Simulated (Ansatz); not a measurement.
Reaction (cleavage of the Al–Si bond): `[OH][AlH][SiH3]` + CH₃NH₂ → `C[NH][AlH][OH]` + SiH₄

Program: Ansatz. Geometries: PBE0-D4/def2-TZVP. ΔE: electronic, gas phase. CCSD(T)/CBS is the MP2 limit (def2-TZVPP, def2-QZVPP) plus CCSD(T) − MP2 in def2-TZVPP, frozen cores. This one scheme is used for every species. Functionals use def2-TZVPP. One conformer a species, not always the lowest.

`[OH][AlH][SiH3]`:

Z-matrix (Å, degrees):
```
Si
Al 1 2.447
H 1 1.492 2 110.4
H 1 1.488 2 112.9 3 -120.8
H 1 1.492 2 110.7 3 118.0
O 2 1.698 1 116.2 3 114.7
H 2 1.590 1 124.9 3 -65.0
H 6 0.956 2 123.1 1 -179.6
```

CH₃NH₂:

Z-matrix (Å, degrees):
```
C
N 1 1.453
H 1 1.092 2 109.4
H 1 1.100 2 115.4 3 -121.6
H 1 1.092 2 109.4 3 116.8
H 2 1.012 1 110.6 3 62.6
H 2 1.012 1 110.6 3 -179.3
```

`C[NH][AlH][OH]`:

```xyz
10

C    -0.380    0.889   -1.046
N    -0.681    0.364    0.267
Al    0.182   -0.843    1.229
O     1.595   -1.593    0.665
H    -0.210    1.972   -1.036
H     0.532    0.428   -1.434
H    -1.175    0.684   -1.773
H    -1.518    0.775    0.655
H    -0.359   -1.244    2.650
H     2.014   -1.432   -0.177
```

SiH₄:

Z-matrix (Å, degrees):
```
Si
H 1 1.485
H 1 1.485 2 109.5
H 1 1.485 2 109.5 3 -120.0
H 1 1.485 2 109.5 3 120.0
```

| level | ΔE (eV) |
| --- | --- |
| ωB97M-V | -0.96 |
| BLYP | -0.88 |

**Question.** What does CCSD(T)/CBS give? (Best estimate.)

**Answer.** The calculation gave: -0.91 eV. The listed levels differ from it by -0.05, 0.03 eV.

Largest T1 diagnostic among the species: 0.014.

Leaving LDA and LC-ωPBE aside and taking each functional with its dispersion term where it has one, the values, not all of them listed here, spread over 0.24 eV, from CAM-B3LYP-D4 to PBE-D4. LDA lies −0.08 eV from PBE without D4. From BLYP to BHLYP (50 % exact exchange), in def2-TZVPP and without D4, ΔE moves by −0.08 eV.
